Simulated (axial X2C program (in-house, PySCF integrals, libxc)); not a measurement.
**OsH: bond constants with and without spin–orbit coupling**

Computed with an axial X2C code built on PySCF integrals. Spin-free means the one-electron spin-free X2C Hamiltonian; two-component (2c) means X2C with spin–orbit coupling and atomic mean-field two-electron Coulomb and Gaunt terms, so the difference of the two also holds small scalar two-electron terms. Basis: Os dyall-cv3z [13s14p9d6f4g], H dyall-v3z [6s2p1d] (cores contracted in-house); Gaussian nuclei, density fitting, unrestricted open shells. Masses: Os 191.961 u, H 1.008 u.

The run was started with this input:
```json
{
 "zs": [
  76,
  1
 ],
 "q": 0,
 "bas": [
  "dyall-cv3z",
  "dyall-v3z"
 ],
 "levels": [
  "PBE0",
  "HF",
  "M06"
 ],
 "cc": true,
 "r0": 1.61,
 "thr": -2.0,
 "nmax": 90,
 "npts": 10,
 "nst": 2,
 "ntry": 6
}
```
```bash
python so2c.py task.json out
```

Keys: zs atomic numbers; q charge; bas basis sets; levels methods; cc coupled cluster on or off; r0 starting distance in Å; thr threshold in hartree for freezing inner shells (an s shell follows its p shell); nmax most natural virtual spinors; npts points on the curve; nst determinants followed; ntry starts of the search. HF also brings MP2.

State, spin-free: M_S = 3/2, Λ = 0 (beyond evenly filled blocks: σα, δ+α, δ-α); electrons by block: σα: 14, σβ: 13, π+α: 8, π+β: 8, π-α: 8, π-β: 8, δ+α: 4, δ+β: 3, δ-α: 4, δ-β: 3, φ+α: 1, φ+β: 1, φ-α: 1, φ-β: 1. Fragments: Os + H.

State, 2c: Ω = 5/2 (⟨Sz⟩ = 1.42, ⟨Lz⟩ = 1.08 at PBE0); electrons by block: 1/2: 22, -1/2: 22, 3/2: 11, -3/2: 11, 5/2: 5, -5/2: 4, 7/2: 1, -7/2: 1. Fragments: Os + H.

```csv
Hamiltonian,level,Re (Å),ωe (cm⁻¹),Be (cm⁻¹),αe (cm⁻¹),De (eV),k (mdyn/Å),μ (D)
spin-free,PBE0,1.580,2245.4,6.733,0.171,2.72,2.98,-1.62
spin-free,HF,1.616,2111.8,6.44,0.168,1.09,2.63,-2.46
spin-free,MP2,1.565,2320.2,6.867,0.168,2.37,3.18,n/a
spin-free,CCSD,1.586,2227.8,6.688,0.173,2.36,2.93,n/a
spin-free,CCSD(T),1.586,2225.9,6.688,0.174,2.43,2.93,n/a
2c,PBE0,1.578,2256.4,6.754,0.172,2.58,3.01,-1.19
2c,M06,1.597,2152.4,6.591,0.17,2.40,2.74,-1.17
```

Correlated methods: 9 electrons correlated (number of frozen shells: Os 5 s, 4 p, 2 d, 1 f; H none), 229 virtual spin orbitals or spinors in MP2, 90 natural virtuals in coupled cluster.

Dipoles are positive if H is the positive end.

One determinant describes the state; a PBE0 search over occupations chose it and may have missed a lower one. Dissociation energies refer to the lowest single-determinant-based atoms at the same level and basis. Density functionals use the spin component along the axis (collinear). Coupled cluster ran in a truncated set of natural virtual spinors; the MP2 energy of the rest was added. (T) has no such correction and the atoms are truncated less, which lowers De at CCSD(T) by a hundredth of an eV or more. PBE0 can misorder states that lie within some tenths of an eV, so this need not be the ground state of the molecule. The nearest other spin-free determinant of the search, M_S = 3/2, Λ = 1, lies 0.09 eV up at the distance of the search. The functionals have no current-density term, which raises determinants with orbital currents, atoms included. With several unpaired electrons one determinant need not be a pure state.

The spin-free and the 2c determinant differ in configuration, so the two halves of the table describe two states.

No reliable constants came from CCSD (2c), CCSD(T) (2c), HF (2c), M06 (spin-free), MP2 (2c): no minimum in range, unconverged points, a curve that is not smooth, a change of character along it, or the two Hamiltonians disagreeing along it.

Rough cost a point (2c) on 1 thread(s) of a shared host, integrals apart: PBE0 1.6 s, M06 2.4 s.

The whole task took 3.6 min on 1 thread of Arm Neoverse V1, with other jobs on the host.
